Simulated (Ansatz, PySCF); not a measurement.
Dimer: C2H4 (SMILES C=C) (first 6 atoms) with CH2O2 (SMILES O=CO); geometry from B3LYP-D3(BJ)/def2-TZVP, rigid monomers moved along the line of their centres of mass till C1···H11 is 2.16 Å.
(charge 0, multiplicity 1):
```xyz
11

C     -0.582    -0.244    -0.016
C      0.618     0.320     0.071
H     -0.807    -1.167     0.505
H     -1.373     0.190    -0.615
H      0.856     1.238    -0.453
H      1.406    -0.127     0.666
O      0.367    -1.170     3.037
C     -0.127    -0.194     3.531
O     -0.580     0.873     2.865
H     -0.273    -0.051     4.610
H     -0.441     0.724     1.907
```

Counterpoise-corrected where a basis set is named; no monomer relaxation.

Cores are frozen in the correlated methods.

Run with Ansatz (Gaussian basis) for Hartree–Fock, density functionals and correlated methods; PySCF for the dispersion terms. Each number belongs to the level named beside it.

PBE/def2-TZVPPD gives -2.73 kcal/mol for the interaction energy.

How do the other levels lie against it? Give each less PBE: PBE-D3(BJ)/def2-TZVPPD, r2SCAN/def2-TZVPPD, B3LYP/def2-TZVPPD, wB97M-V/def2-TZVPPD, MP2/aug-cc-pVDZ, CCSD(T)/aug-cc-pVDZ.

PBE-D3(BJ)/def2-TZVPPD -1.67; r2SCAN/def2-TZVPPD -1.17; B3LYP/def2-TZVPPD 1.33; wB97M-V/def2-TZVPPD -1.22; MP2/aug-cc-pVDZ -0.12; CCSD(T)/aug-cc-pVDZ 0.40 kcal/mol. 2 of 6 lie above PBE; the widest gap is to PBE-D3(BJ)/def2-TZVPPD.

Ansatz is a quantum-chemistry and plane-wave program.
